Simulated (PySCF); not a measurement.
# Correlation energy of Ag (silver, neutral)

[Kr] 4d10 5s1, 2S determinant. Calculation: PySCF 2.14, in def2-QZVPPD with the def2 core potential (28 electrons); a scalar-relativistic core potential. Frozen: 4s2 4p6; 11 electrons correlated.

| level | correlation energy (mhartree) |
| --- | --- |
| CCSD | -386.99 |
| (T) | -17.28 |
| CCSD(T) | -404.27 |

Diagnostics: T1 = 0.018, D1 = 0.0819, largest double amplitude 0.017.

**Question.** Is a single reference adequate?

**Answer.** Yes, within this model without spin-orbit coupling: T1 lies below 0.03 and no double amplitude reaches 0.07.
